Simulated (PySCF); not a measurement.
CaF, SMILES [Ca+][F], charge +1. Coordinates come from a PBE-D3(BJ)/def2-TZVPD optimisation. The multiplicity is an assumed one; other spin states were not compared.

Calculation: PBE-D3(BJ)/def2-TZVPD run with PySCF 2.14.0.

Harmonic wavenumbers (cm⁻¹): 677. Rotational constants (GHz): 11.10 (linear); symmetry number 1.

Task: Work out the zero-point energy and the ideal-gas rigid-rotor harmonic-oscillator thermochemistry at 298.15 K and 1 atm.

Result: ZPE = ½ Σ hcν = ½ × 677 cm⁻¹ = 4.05 kJ/mol. H − E(el) = 13.05 kJ/mol. Entropy in J/(mol K): translation 159.62, rotation 60.92, vibration 1.40, total 221.94. G − E(el) = -53.12 kJ/mol. Cp = 32.76 J/(mol K).
